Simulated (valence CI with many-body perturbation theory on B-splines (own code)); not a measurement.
## Sn⁴⁵⁺: electric-dipole lines

Method: valence CI with perturbative core correlation (CI+MBPT): three valence electrons over a frozen Dirac-Fock core [He], a basis of 11 s, 11 p, 9 d, 7 f, 5 g, 2 h, 1 i functions for each j, with the one-electron correlation potential Σ1 (screened to all orders), the two-electron term Σ2, the three-electron term Σ3, Breit, model QED; selected single and double excitations, second order for the rest (own B-spline code, finite nucleus).

No measured spectrum was set against this ion. As an estimate, large intervals hold to a few tenths of a per cent, small ones and those within an open d or f shell to about a per cent.

Lines 151 to 200 of 275 in falling wavelength, among levels below 5088.2 eV, chosen from the strongest by gf and those to the six lowest levels. Wavelengths and rates use the calculated energies. Electric multipoles are in the length gauge, E1 and E2 with the static RPA response of the core. Weak lines are less certain than strong ones. Lines between different terms over intervals too small for the method are left out, as are lines whose strength nearly cancels. The highest levels of a list are the least certain.

Levels are named by their leading jj configuration (3d3/2^4 stands for four electrons in 3d with j = 3/2), which in mixed levels can hold well under half, so a name can repeat and another be missing. Letters in brackets count levels of one name in rising energy.

```tsv
λ vac (nm)	Upper	Lower	A (s⁻¹)	S (a.u.)
0.2890	(2s 2p1/2 3d5/2) J=3/2	(2s 2p1/2 2p3/2) J=5/2	7.73e+11	3.68e-05
0.2890	(2s 2p1/2 3d5/2) J=5/2 [b]	(2s 2p1/2 2p3/2) J=5/2	2.57e+13	1.84e-03
0.2889	(2s 2p1/2 3d3/2) J=1/2	(2s 2p1/2 2p3/2) J=3/2 [a]	8.78e+12	2.09e-04
0.2888	(2s 2p1/2 3p1/2) J=1/2 [b]	(2s^2 2p3/2) J=3/2	9.30e+11	2.21e-05
0.2888	(2s 2p1/2 3d5/2) J=5/2 [a]	(2s 2p1/2 2p3/2) J=3/2 [a]	2.54e+14	1.81e-02
0.2888	(2s 2p1/2 3d3/2) J=3/2 [b]	(2s 2p1/2 2p3/2) J=3/2 [a]	4.29e+13	2.04e-03
0.2886	(2s^2 3d5/2) J=5/2	(2s^2 2p3/2) J=3/2	3.14e+14	2.24e-02
0.2882	(2s 2p3/2 3s) J=3/2 [a]	(2s 2p1/2 2p3/2) J=3/2 [b]	8.89e+11	4.20e-05
0.2872	(2s 2p1/2 3s) J=1/2 [a]	(2s 2p1/2^2) J=1/2	7.13e+12	1.67e-04
0.2870	(2s 2p1/2 3d5/2) J=3/2	(2s 2p1/2 2p3/2) J=3/2 [a]	6.22e+12	2.91e-04
0.2870	(2s 2p1/2 3d5/2) J=5/2 [b]	(2s 2p1/2 2p3/2) J=3/2 [a]	2.58e+13	1.81e-03
0.2864	(2s 2p1/2 3s) J=3/2	(2s 2p1/2^2) J=1/2	7.90e+12	3.66e-04
0.2864	(2s 2p3/2 3d5/2) J=7/2 [b]	(2s 2p3/2^2) J=5/2	1.13e+14	1.05e-02
0.2862	(2s 2p3/2 3s) J=5/2	(2s 2p1/2 2p3/2) J=5/2	7.95e+12	5.52e-04
0.2856	(2p1/2^2 3p3/2) J=3/2	(2s 2p1/2 2p3/2) J=3/2 [b]	5.12e+11	2.35e-05
0.2851	(2s 2p3/2 3s) J=3/2 [a]	(2s 2p1/2 2p3/2) J=5/2	5.63e+12	2.58e-04
0.2850	(2s 2p3/2 3s) J=1/2	(2s 2p1/2 2p3/2) J=3/2 [b]	1.61e+13	3.69e-04
0.2850	(2s^2 3p3/2) J=3/2	(2s 2p1/2^2) J=1/2	8.98e+12	4.10e-04
0.2849	(2s 2p1/2 3s) J=1/2 [b]	(2s 2p1/2^2) J=1/2	1.37e+12	3.12e-05
0.2848	(2s 2p1/2 3p3/2) J=5/2	(2s^2 2p3/2) J=3/2	4.79e+12	3.28e-04
0.2848	(2s 2p3/2 3s) J=3/2 [b]	(2s 2p1/2 2p3/2) J=3/2 [b]	4.24e+12	1.93e-04
0.2843	(2s 2p3/2 3s) J=5/2	(2s 2p1/2 2p3/2) J=3/2 [a]	2.17e+12	1.48e-04
0.2841	(2s^2 3s) J=1/2	(2s^2 2p1/2) J=1/2	1.33e+13	3.02e-04
0.2832	(2s 2p3/2 3s) J=3/2 [a]	(2s 2p1/2 2p3/2) J=3/2 [a]	2.06e+12	9.25e-05
0.2818	(2s 2p3/2 3s) J=3/2 [b]	(2s 2p1/2 2p3/2) J=5/2	4.90e+11	2.16e-05
0.2789	(2p1/2 2p3/2 3d3/2) J=3/2 [a]	(2p1/2^2 2p3/2) J=3/2	4.93e+13	2.11e-03
0.2788	(2p1/2 2p3/2 3d3/2) J=5/2 [a]	(2p1/2^2 2p3/2) J=3/2	2.08e+13	1.34e-03
0.2785	(2s 2p3/2 3d3/2) J=5/2 [a]	(2s 2p1/2 2p3/2) J=3/2 [b]	5.51e+11	3.52e-05
0.2783	(2s 2p3/2 3d3/2) J=1/2 [a]	(2s 2p1/2 2p3/2) J=3/2 [b]	4.28e+12	9.11e-05
0.2774	(2p1/2 2p3/2 3d3/2) J=5/2 [b]	(2p1/2^2 2p3/2) J=3/2	2.72e+14	1.72e-02
0.2772	(2p1/2 2p3/2 3d3/2) J=3/2 [b]	(2p1/2^2 2p3/2) J=3/2	1.76e+14	7.39e-03
0.2771	(2s 2p1/2 3d3/2) J=3/2 [a]	(2s 2p1/2^2) J=1/2	2.95e+13	1.24e-03
0.2769	(2s 2p3/2 3d5/2) J=5/2 [a]	(2s 2p1/2 2p3/2) J=3/2 [b]	4.10e+11	2.57e-05
0.2768	(2s 2p3/2 3d5/2) J=3/2 [a]	(2s 2p1/2 2p3/2) J=1/2	4.88e+13	2.04e-03
0.2767	(2p1/2 2p3/2 3d3/2) J=1/2 [b]	(2p1/2^2 2p3/2) J=3/2	3.60e+14	7.51e-03
0.2767	(2s 2p3/2 3d5/2) J=3/2 [a]	(2s 2p1/2 2p3/2) J=3/2 [b]	2.71e+13	1.13e-03
0.2766	(2p1/2 2p3/2 3d5/2) J=3/2	(2p1/2^2 2p3/2) J=3/2	1.40e+14	5.84e-03
0.2766	(2p1/2 2p3/2 3d5/2) J=5/2 [a]	(2p1/2^2 2p3/2) J=3/2	6.71e+13	4.20e-03
0.2761	(2p1/2 2p3/2 3p1/2) J=1/2	(2s 2p1/2 2p3/2) J=3/2 [b]	5.56e+12	1.15e-04
0.2759	(2p1/2 2p3/2 3p1/2) J=3/2 [a]	(2s 2p1/2 2p3/2) J=1/2	4.22e+13	1.75e-03
0.2758	(2p1/2 2p3/2 3d5/2) J=5/2 [b]	(2p1/2^2 2p3/2) J=3/2	1.86e+13	1.16e-03
0.2758	(2p1/2 2p3/2 3p1/2) J=3/2 [a]	(2s 2p1/2 2p3/2) J=3/2 [b]	7.12e+11	2.95e-05
0.2757	(2s 2p3/2 3d3/2) J=5/2 [a]	(2s 2p1/2 2p3/2) J=5/2	1.88e+14	1.16e-02
0.2756	(2s 2p3/2 3d5/2) J=1/2	(2s 2p1/2 2p3/2) J=3/2 [b]	3.91e+12	8.08e-05
0.2755	(2s 2p3/2 3d3/2) J=3/2 [a]	(2s 2p1/2 2p3/2) J=5/2	8.41e+13	3.47e-03
0.2755	(2s 2p3/2 3d3/2) J=7/2	(2s 2p1/2 2p3/2) J=5/2	2.69e+14	2.22e-02
0.2754	(2p1/2 2p3/2 3p1/2) J=5/2	(2s 2p1/2 2p3/2) J=3/2 [b]	2.06e+14	1.28e-02
0.2753	(2s 2p1/2 3d3/2) J=1/2	(2s 2p1/2^2) J=1/2	4.89e+14	1.01e-02
0.2752	(2s 2p1/2 3d3/2) J=3/2 [b]	(2s 2p1/2^2) J=1/2	3.24e+14	1.33e-02
0.2751	(2s 2p1/2 3p1/2) J=1/2 [a]	(2s^2 2p1/2) J=1/2	3.33e+13	6.86e-04
```
